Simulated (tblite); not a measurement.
Compound: C5H8BNS.
Numbering: `[BH3-:1][S@+:2]([CH3:3])[C@@H:4]([C:5]#[CH:6])[C:7]#[N:8]` (hydrogens: H9, H10, H11 on B1; H12, H13, H14 on C3; H15 on C4; H16 on C6)
Bond orders are those of one Lewis drawing.

Computed with GFN2-xTB (tblite), gas phase: L-BFGS steps from a force-field or distance-geometry start until the largest atomic force falls under 0.01 eV/Å.

Step 5: E = -600.1964 eV
```
atom  x, y, z in Å  |  force x, y, z in eV/Å
B1     -1.6900    1.2970   -0.5816   -0.054   0.152   0.041
S2     -0.8669   -0.4708   -0.6039   -0.055  -0.111  -0.202
C3     -0.9746   -1.1624    1.0871    0.082   0.073  -0.117
C4      0.9907   -0.2055   -0.9283   -0.228  -0.147   0.136
C5      1.6405    0.5675    0.0940    0.131   0.155   0.214
C6      2.1827    1.2054    0.9531   -0.170  -0.216  -0.195
C7      1.5839   -1.5125   -1.0729   -0.003   0.278   0.087
N8      2.0625   -2.5447   -1.1618    0.035  -0.184  -0.008
H9     -1.2313    1.9285    0.3017    0.160  -0.046   0.150
H10    -1.4620    1.7314   -1.6571    0.084  -0.027  -0.108
H11    -2.8334    1.0252   -0.4413   -0.076  -0.093   0.050
H12    -2.0413   -1.3071    1.2520    0.095   0.040  -0.018
H13    -0.5718   -0.5003    1.8512    0.037   0.044  -0.209
H14    -0.4719   -2.1258    1.0898    0.043   0.044   0.051
H15     1.0112    0.3208   -1.8907   -0.103  -0.025   0.072
H16     2.6642    1.7623    1.6973    0.022   0.062   0.055
```

Step 6: E = -600.2052 eV
```
atom  x, y, z in Å  |  force x, y, z in eV/Å
B1     -1.6925    1.3030   -0.5808   -0.025   0.074   0.022
S2     -0.8711   -0.4761   -0.6100    0.009  -0.035  -0.119
C3     -0.9727   -1.1609    1.0841    0.046   0.028  -0.130
C4      0.9873   -0.2077   -0.9252   -0.191  -0.061   0.111
C5      1.6420    0.5685    0.0949   -0.119  -0.091  -0.089
C6      2.1814    1.2035    0.9528    0.047   0.043   0.147
C7      1.5863   -1.5102   -1.0714    0.002   0.156   0.083
N8      2.0610   -2.5446   -1.1616    0.023  -0.117  -0.003
H9     -1.2271    1.9281    0.3061    0.129  -0.072   0.098
H10    -1.4597    1.7304   -1.6599    0.060  -0.017  -0.055
H11    -2.8350    1.0222   -0.4402   -0.046  -0.051   0.046
H12    -2.0386   -1.3060    1.2513    0.074   0.036  -0.012
H13    -0.5707   -0.4991    1.8476    0.053   0.076  -0.209
H14    -0.4711   -2.1248    1.0911    0.049   0.045   0.038
H15     1.0088    0.3196   -1.8878   -0.100  -0.028   0.079
H16     2.6640    1.7631    1.6976   -0.013   0.015  -0.009
```

Step 7: E = -600.2152 eV
```
atom  x, y, z in Å  |  force x, y, z in eV/Å
B1     -1.6968    1.3134   -0.5795    0.022  -0.048   0.005
S2     -0.8771   -0.4847   -0.6214    0.058   0.068   0.001
C3     -0.9689   -1.1580    1.0757   -0.001  -0.031  -0.078
C4      0.9775   -0.2115   -0.9191   -0.054   0.025   0.050
C5      1.6421    0.5684    0.0952   -0.262  -0.166  -0.147
C6      2.1800    1.2009    0.9547    0.123   0.143   0.265
C7      1.5912   -1.5063   -1.0674   -0.028  -0.036   0.066
N8      2.0584   -2.5449   -1.1612    0.008   0.012   0.010
H9     -1.2179    1.9259    0.3150    0.060  -0.122  -0.012
H10    -1.4550    1.7284   -1.6653    0.012   0.000   0.047
H11    -2.8385    1.0168   -0.4374    0.028   0.029   0.034
H12    -2.0332   -1.3036    1.2500    0.045   0.030  -0.011
H13    -0.5676   -0.4949    1.8380    0.068   0.109  -0.228
H14    -0.4684   -2.1226    1.0939    0.056   0.048   0.004
H15     1.0029    0.3169   -1.8813   -0.096  -0.025   0.063
H16     2.6638    1.7649    1.6985   -0.039  -0.034  -0.070
```

Step 8: E = -600.2197 eV
```
atom  x, y, z in Å  |  force x, y, z in eV/Å
B1     -1.6984    1.3173   -0.5788    0.043  -0.095   0.001
S2     -0.8787   -0.4876   -0.6268    0.035   0.080   0.033
C3     -0.9670   -1.1569    1.0702   -0.010  -0.037  -0.040
C4      0.9713   -0.2134   -0.9155    0.036   0.039   0.023
C5      1.6395    0.5679    0.0961   -0.225  -0.090  -0.030
C6      2.1792    1.1996    0.9568    0.054   0.070   0.157
C7      1.5930   -1.5050   -1.0643   -0.055  -0.098   0.052
N8      2.0573   -2.5450   -1.1609    0.006   0.063   0.019
H9     -1.2123    1.9226    0.3191    0.029  -0.135  -0.056
H10    -1.4525    1.7275   -1.6671   -0.010   0.010   0.089
H11    -2.8398    1.0146   -0.4354    0.061   0.062   0.027
H12    -2.0300   -1.3020    1.2493    0.023   0.024  -0.012
H13    -0.5649   -0.4910    1.8292    0.073   0.122  -0.222
H14    -0.4661   -2.1209    1.0953    0.061   0.038  -0.017
H15     0.9983    0.3152   -1.8772   -0.087  -0.018   0.043
H16     2.6635    1.7658    1.6984   -0.033  -0.035  -0.066
```

**Question.** Estimate the geometry and energy of step 9. (The exact step hangs on the optimiser's Hessian estimate; all steps are aligned on step 8, rigid shifts and turns removed.)

**Answer.** E = -600.2274 eV, largest force 0.238 eV/Å
```
atom  x, y, z in Å  |  force x, y, z in eV/Å
B1     -1.6996    1.3209   -0.5775    0.073  -0.151  -0.002
S2     -0.8802   -0.4899   -0.6348   -0.045   0.048   0.045
C3     -0.9640   -1.1556    1.0603   -0.009  -0.020   0.011
C4      0.9615   -0.2163   -0.9090    0.153   0.041  -0.021
C5      1.6315    0.5670    0.0997   -0.120   0.050   0.168
C6      2.1772    1.1967    0.9609   -0.076  -0.065  -0.046
C7      1.5940   -1.5039   -1.0578   -0.094  -0.146   0.026
N8      2.0562   -2.5446   -1.1599    0.007   0.110   0.033
H9     -1.2025    1.9140    0.3245   -0.006  -0.130  -0.094
H10    -1.4488    1.7264   -1.6679   -0.037   0.027   0.128
H11    -2.8406    1.0128   -0.4315    0.093   0.098   0.018
H12    -2.0244   -1.2988    1.2479   -0.017   0.010  -0.009
H13    -0.5587   -0.4816    1.8091    0.080   0.138  -0.176
H14    -0.4607   -2.1172    1.0972    0.066   0.012  -0.050
H15     0.9888    0.3123   -1.8699   -0.056  -0.002   0.004
H16     2.6626    1.7667    1.6973   -0.012  -0.020  -0.035
```

The energy changes by -0.0077 eV. The first-order estimate −F·Δx gives -0.0104 eV and the mean of the old and new forces, exact on a quadratic surface, -0.0077 eV. The step makes an angle of 59° with the force vector and moves no atom by more than 0.023 Å.

What follows is the cost of the whole relaxation. On one thread, Intel Xeon at 2.50 GHz (x86_64), no GPU (shared host), this took 3.1 s wall, 1.3 s CPU.
